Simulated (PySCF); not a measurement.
HN (SMILES [NH]), triplet, at a GFN2-xTB geometry; WB97M-V/cc-pVDZ (PySCF).

PySCF was given this input:
```python
from pyscf import gto, scf, dft

mol = gto.Mole()
mol.atom = '''
    N    -0.000000   -0.000000   -0.127957
    H     0.000000    0.000000    0.895702
'''
mol.basis = 'cc-pvdz'
mol.charge = 0
mol.spin = 2
mol.verbose = 4
mol.build()

mf = dft.UKS(mol)
mf.xc = 'wb97m_v'
mf.kernel()
mf.analyze()
```

The log (banner, timings and long lists left out):

```
PySCF version 2.14.0

[INPUT] verbose = 4
[INPUT] num. atoms = 2
[INPUT] num. electrons = 8
[INPUT] charge = 0
[INPUT] spin (= nelec alpha-beta = 2S) = 2
[INPUT] symmetry False subgroup None
[INPUT] Mole.unit = angstrom
[INPUT] Symbol           X                Y                Z      unit          X                Y                Z       unit  Magmom
[INPUT]  1 N      0.000000000000   0.000000000000  -0.127957000000 AA    0.000000000000   0.000000000000  -0.241803685721 Bohr   0.0
[INPUT]  2 H      0.000000000000   0.000000000000   0.895702000000 AA    0.000000000000   0.000000000000   1.692631469225 Bohr   0.0

nuclear repulsion = 3.61862737145866
number of shells = 8
number of NR pGTOs = 33
number of NR cGTOs = 19
basis = cc-pvdz
ecp = {}

******** <class 'pyscf.dft.uks.UKS'> ********
method = UKS
initial guess = minao
damping factor = 0
level_shift factor = 0
DIIS = <class 'pyscf.scf.diis.CDIIS'>
diis_start_cycle = 1
diis_space = 8
diis_damp = 0
SCF conv_tol = 1e-09
SCF conv_tol_grad = None
SCF max_cycles = 50
direct_scf = True
direct_scf_tol = 1e-13
number electrons alpha = 5  beta = 3
XC library pyscf.dft.libxc version 7.1.2
    S. Lehtola, C. Steigemann, M. J. T. Oliveira, and M. A. L. Marques,  SoftwareX 7, 1–5 (2018)
XC functionals = wb97m_v
    N. Mardirossian and M. Head-Gordon,  J. Chem. Phys. 144, 214110 (2016)
radial grids:
    Treutler-Ahlrichs [JCP 102, 346 (1995); DOI:10.1063/1.469408] (M4) radial grids

becke partition: Becke, JCP 88, 2547 (1988); DOI:10.1063/1.454033
pruning grids: <function nwchem_prune>
grids dens level: 3
symmetrized grids: False
atomic radii adjust function: <function treutler_atomic_radii_adjust>
** Following is NLC and NLC Grids **
NLC functional = wb97m_v
radial grids:
    Treutler-Ahlrichs [JCP 102, 346 (1995); DOI:10.1063/1.469408] (M4) radial grids

becke partition: Becke, JCP 88, 2547 (1988); DOI:10.1063/1.454033
pruning grids: <function nwchem_prune>
grids dens level: 3
symmetrized grids: False
atomic radii adjust function: <function treutler_atomic_radii_adjust>
small_rho_cutoff = 0
Set gradient conv threshold to 3.16228e-05
tot grids = 23712
tot grids = 23712
init E= -54.9043121304751

cycle= 1 E= -55.1886514190362  delta_E= -0.284  |g|= 0.13  |ddm|= 0.935
cycle= 2 E= -55.1981076153307  delta_E= -0.00946  |g|= 0.0399  |ddm|= 0.131
cycle= 3 E= -55.1989130334476  delta_E= -0.000805  |g|= 0.0122  |ddm|= 0.0394
cycle= 4 E= -55.1990333980049  delta_E= -0.00012  |g|= 0.00435  |ddm|= 0.0144
cycle= 5 E= -55.1990520696618  delta_E= -1.87e-05  |g|= 0.000893  |ddm|= 0.00656
cycle= 6 E= -55.1990535012329  delta_E= -1.43e-06  |g|= 0.000188  |ddm|= 0.00223
cycle= 7 E= -55.1990535802869  delta_E= -7.91e-08  |g|= 2.43e-05  |ddm|= 0.00068
cycle= 8 E= -55.1990535815386  delta_E= -1.25e-09  |g|= 1.26e-06  |ddm|= 9.93e-05
cycle= 9 E= -55.1990535815402  delta_E= -1.68e-12  |g|= 9.63e-08  |ddm|= 2.83e-06
Extra cycle  E= -55.1990535815403  delta_E= -7.11e-15  |g|= 2.88e-08  |ddm|= 2.59e-07
converged SCF energy = -55.1990535815403  <S^2> = 2.0050009  2S+1 = 3.0033321
**** SCF Summaries ****
Total Energy =                         -55.199053581540255
Nuclear Repulsion Energy =               3.618627371458660
One-electron Energy =                  -81.752869534906978
Two-electron Energy =                   22.935188581908065
Two-electron Coulomb Energy =           30.117352925760070
DFT Exchange-Correlation Energy =       -7.182164343852003
**** MO energy ****
                             alpha | beta                alpha | beta
MO #1   energy= -14.5773504015671  | -14.5393777354416  occ= 1 | 1
MO #2   energy= -0.95139029704847  | -0.842418199289189 occ= 1 | 1
MO #3   energy= -0.499934990967151 | -0.444282179171653 occ= 1 | 1
MO #4   energy= -0.422220526760677 | 0.0199401516286481 occ= 1 | 0
MO #5   energy= -0.422220526760676 | 0.0199401516286507 occ= 1 | 0
MO #6   energy= 0.145579042510913  | 0.164171960718766  occ= 0 | 0
MO #7   energy= 0.628654329527451  | 0.669721557363294  occ= 0 | 0
MO #8   energy= 0.785847304377801  | 0.860296494548012  occ= 0 | 0
MO #9   energy= 0.785847304377804  | 0.87578459815486   occ= 0 | 0
MO #10  energy= 0.826465128373568  | 0.875784598154863  occ= 0 | 0
MO #11  energy= 1.09548986795111   | 1.16193264756898   occ= 0 | 0
MO #12  energy= 1.28705754204473   | 1.34194096270537   occ= 0 | 0
MO #13  energy= 1.28705754204474   | 1.34194096270538   occ= 0 | 0

To work with the spin densities directly, `use mulliken_meta_spin()` only printing them here.

 ** Mulliken spin pop alpha/beta on meta-lowdin orthogonal AOs **
 ** Mulliken Spin Density (per AO)  **
spin_pop of  0 N 1s       -0.00001
spin_pop of  0 N 2s        0.02253
spin_pop of  0 N 3s       -0.00119
spin_pop of  0 N 2px       0.99573
spin_pop of  0 N 2py       0.99573
spin_pop of  0 N 2pz       0.03590
spin_pop of  0 N 3px       0.00216
spin_pop of  0 N 3py       0.00216
spin_pop of  0 N 3pz      -0.00039
spin_pop of  0 N 3dxy      0.00000
spin_pop of  0 N 3dyz      0.00088
spin_pop of  0 N 3dz^2     0.00010
spin_pop of  0 N 3dxz      0.00088
spin_pop of  0 N 3dx2-y2    0.00000
spin_pop of  1 H 1s       -0.05734
spin_pop of  1 H 2s        0.00061
spin_pop of  1 H 2px       0.00123
spin_pop of  1 H 2py       0.00123
spin_pop of  1 H 2pz      -0.00020
 ** Mulliken Spin Density (per atom)  **
spin density of  0 N =      2.05448
spin density of  1 H =     -0.05448
 ** Mulliken pop alpha/beta on meta-lowdin orthogonal AOs **
 ** Mulliken pop       alpha | beta **
pop of  0 N 1s        0.99997 | 0.99999
pop of  0 N 2s        0.91092 | 0.88839
pop of  0 N 3s        0.00330 | 0.00449
pop of  0 N 2px       0.99573 | 0.00000
pop of  0 N 2py       0.99573 | 0.00000
pop of  0 N 2pz       0.70877 | 0.67287
pop of  0 N 3px       0.00216 | 0.00000
pop of  0 N 3py       0.00216 | 0.00000
pop of  0 N 3pz       0.00088 | 0.00127
pop of  0 N 3dxy      0.00000 | 0.00000
pop of  0 N 3dyz      0.00088 | 0.00000
pop of  0 N 3dz^2     0.00265 | 0.00256
pop of  0 N 3dxz      0.00088 | 0.00000
pop of  0 N 3dx2-y2    0.00000 | 0.00000
pop of  1 H 1s        0.36572 | 0.42305
pop of  1 H 2s        0.00701 | 0.00640
pop of  1 H 2px       0.00123 | 0.00000
pop of  1 H 2py       0.00123 | 0.00000
pop of  1 H 2pz       0.00078 | 0.00098
In total             5.00000 | 3.00000
 ** Mulliken atomic charges   ( Nelec_alpha | Nelec_beta ) **
charge of  0N =     -0.19360  (     4.62404      2.56956 )
charge of  1H =      0.19360  (     0.37596      0.43044 )
Dipole moment(X, Y, Z, Debye): -0.00000, -0.00000,  1.53362
```
